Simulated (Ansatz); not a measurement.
Isolated molecules relaxed with PBE0-D4/def2-TZVP in Ansatz; ΔE leaves out vibrations. CCSD(T)/CBS adds triple-zeta CCSD(T) − MP2 to the extrapolated MP2 energy (def2 sets, frozen cores). This one scheme is used for every species. Functionals use def2-TZVPP. B3LYP here is the variant with VWN-RPA as its local correlation; programs differ in this. Each species was taken in one conformer, which may not be the lowest.

Reaction (formal exchange of groups at the Si–C bond): `CO[SiH2]CF` + `O[SiH2]F` → `CO[SiH2][SiH](O)F` + `CF`

(1) Is it downhill or uphill in electronic energy at CCSD(T)/CBS, and by how much? (Best estimate.)

(2) What do these levels give: B3LYP-D4, r2SCAN, CCSD/def2-TZVPP, CCSD(T)/def2-TZVPP, HF/def2-QZVPP, MP2/def2-QZVPP? (An estimate is asked.)

Largest T1 diagnostic among the species: 0.012.

Results:

(1) Ansatz gave: Nearly level: ΔE = +0.6 kcal/mol.

(2) The calculation gave: B3LYP-D4 -0.2, r2SCAN 0.2, CCSD/def2-TZVPP 0.9, CCSD(T)/def2-TZVPP 0.8, HF/def2-QZVPP 1.5, MP2/def2-QZVPP 1.7 kcal/mol.
